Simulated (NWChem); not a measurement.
# Correlation energy of HFSi

```xyz
3

Si    -0.4560     0.4037     0.0000
H      0.5537     1.5754     0.0000
F      0.6478    -0.8030     0.0000
```
Charge 0, spin multiplicity 1.

All runs are NWChem calculations. Structure: optimised with PBE0/def2-SVP, a minimum by its harmonic frequencies.

Basis set: STO-3G. Each correlation energy counts from its own Hartree-Fock reference.

The correlated methods keep 6 core orbitals frozen. The structure started from a generated list of species. Coupled-cluster values serve here as a point of comparison, not as the truth.

| method | correlation energy (mHa) |
|---|---|
| CCSD | -70.7 |
| CR-CCSD(T) | -75.7 |
| CR-CCSD[T] | -77.0 |
| CCSD+T(CCSD) | … |
| SCS-MP2 | -57.8 |
| CCSD(T) | -75.8 |
| MP2 | -53.6 |
| CCSDT | … |

Complete the blanks.


- CCSD+T(CCSD), correlation energy (mHa): -77.2
- CCSDT, correlation energy (mHa): -76.4
